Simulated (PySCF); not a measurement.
# Mercury: a sound run and one with changed settings

Sound run: Hg⁺ [Xe] 4f14 5d10 6s1, Hg²⁺ [Xe] 4f14 5d10. All numbers are calculated (PySCF 2.14, a scalar-relativistic core potential, in def2-SVP with the def2 core potential (60 electrons)). The sound run starts from symmetry-adapted Hartree-Fock orbitals and uses a fine grid where one is needed.

Changed run: initial guess atom, at most 3 SCF cycles. This setting is unsound on purpose.

```
species  method  sound run (hartree)  changed run (hartree)  converged
    Hg⁺     UHF           -152.23766             -152.23748         no
    Hg⁺    MN15           -152.85876             -152.85865         no
    Hg⁺    PBE0           -153.13660             -153.13657         no
   Hg²⁺     UHF           -151.60704             -151.60702         no
   Hg²⁺    MN15           -152.15412             -152.15408         no
   Hg²⁺    PBE0           -152.44432             -152.44430         no
```

The SCF was stopped early; the energies are upper bounds that still move, and correlated levels were skipped or rest on poor orbitals.
